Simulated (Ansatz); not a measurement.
A run of Ansatz (development build ahead of 0.2.0) on doublet Br at this shape:

A single Br atom.

Its results:

```json
{
 "Converged": "yes",
 "Reference energy": "-2572.36837 hartree",
 "Correlation energy": "-0.10470 hartree",
 "Total energy": "-2572.47308 hartree",
 "Spin squared of the determinant": "0.756"
}
```

Which input gives this output? Name the method, the orbitals and the basis set, and write the input.

UHF-MP2 in cc-pVDZ.

```yaml
crystal:
  periodic: [false, false, false]
  atoms:
    - { symbol: Br, position_ang: [0.0, 0.0, 0.0] }
basis:
  gaussian: { orbitals: cc-pVDZ }
magnetization:
  spin_polarized: true
  initial_magnetization: 1
hamiltonian:
  xc: hf
correlation:
  method: mp2
  frozen_orbitals: { Br: 9 }
```
